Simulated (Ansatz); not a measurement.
B₅H₃, relaxed as a singlet with RKS PBE-D4/def2-SVP in Ansatz, starting from the GFN2-xTB geometry. Force threshold 0.02 eV/Å.

Another isomer (singlet) lies 0.33 eV lower at PBE0-D4/def2-TZVP; other spin states weren't run for this one.

Start:

```xyz
8

B     0.932    1.099   -0.423
B     0.021   -0.385    1.679
B    -0.189   -0.275   -0.092
B     0.881    0.658    1.025
B     0.133    0.622   -1.602
H    -0.508   -1.077    2.452
H    -0.336    0.499   -2.660
H    -0.934   -1.141   -0.380
```

Estimate the energy that the relaxation releases and the steps that it takes.

0.27 eV, in 5 steps; 3.5 s on 4 threads of Intel Xeon on a shared host. No frequencies were taken in this run, so the end may be a saddle point.

Does the start keep its bonding and symmetry?

By distances, no bond broke or formed. The bond that changes most is B3–B4, from 1.81 to 1.73 Å (atoms count from 1). Point group Cs at the start, C2v at the end, both within 0.05 Å.

Predict the relaxed structure.


Cartesian coordinates in Å:
```
B 0.932 1.150 -0.433
B 0.028 -0.432 1.714
B -0.143 -0.148 -0.050
B 0.882 0.691 1.061
B 0.141 0.605 -1.655
H -0.522 -1.230 2.423
H -0.348 0.353 -2.722
H -0.970 -0.990 -0.337
```
Bond lengths: 7 × B–B 1.55 to 1.80 Å; 3 × B–H 1.20 to 1.21 Å.
